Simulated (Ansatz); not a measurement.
trichloroethylene (C2HCl3), singlet, geometry from GFN2-xTB; MP2/cc-pVDZ in Ansatz (a program for electronic structure).

The Ansatz input:
Ansatz 0.2 input:
```yaml
crystal:
  periodic: [false, false, false]
  atoms:
    - {symbol: Cl, position_ang: [2.16430428, 0.65063115, -0.02488394]}
    - {symbol: C, position_ang: [0.96868077, -0.56892736, -0.03455329]}
    - {symbol: C, position_ang: [-0.33236363, -0.29237070, -0.00141803]}
    - {symbol: Cl, position_ang: [-0.96728152, 1.29724732, 0.05435331]}
    - {symbol: Cl, position_ang: [-1.50022928, -1.55086072, -0.01269355]}
    - {symbol: H, position_ang: [1.33660808, -1.58151327, -0.06936094]}
basis:
  gaussian:
    orbitals: cc-pVDZ
magnetization: {spin_polarized: false}
correlation: {method: mp2}
```

It wrote (shortened):

```
Functional definition: HF
895 factors; integrals over basis functions are off by at most 1.2e-3 eV
mean field evaluation 1: about -39584.9942 eV, gradient 2.2e1 eV
mean field evaluation 2: about -39585.1648 eV, gradient 2.2e1 eV
mean field evaluation 4: about -39586.7499 eV, gradient 3.2e0 eV
mean field evaluation 8: about -39586.8045 eV, gradient 4.1e-4 eV
mean field -39586.80449834 eV, -1454.7882324141 hartree, gradient 8.6e-6 eV, S^2 0.000000; 0 other end points of the search recorded, 0 dependent functions left out; unrestricted orbitals would lower it
mean field evaluation 16: about -39586.7931 eV, gradient 2.9e-1 eV
17 core orbitals not correlated
reference -39586.80449834 eV, -1454.7882324141 hartree; 15, 15 occupied and 55, 55 virtual orbitals, 895 factors
second order -18.27410521 eV of doubles, -0.00000000 eV of singles
Total energy: -39605.07860355 eV, -1455.4597933940 hartree
```
